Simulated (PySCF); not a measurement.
SnCl, SMILES [Cl][Sn+] (connectivity only; charge and spin as stated), charge +1, multiplicity 1.

The structure is a stationary point at B3LYP-D3(BJ)/def2-TZVP. The spin state was assumed, not searched. The def2 effective core potentials stand for the cores of Sn; spin–orbit coupling is left out.

Calculation: M06-2X/def2-TZVPD run with PySCF.

Gas-phase values at a fixed geometry.

```yaml
total_energy: -674.20988 hartree
point_group: C∞v
highest_occupied_level: -15.96 eV
lowest_empty_level: -8.10 eV
orbital_gap: 7.86 eV
dipole_moment_about_the_centre_of_nuclear_charge: 0.675 e·Å
mean_static_polarisability: 41.8 bohr³ (6.20 Å³)
polarisability_principal_values: 33.3, 33.3, 59.0 bohr³
```
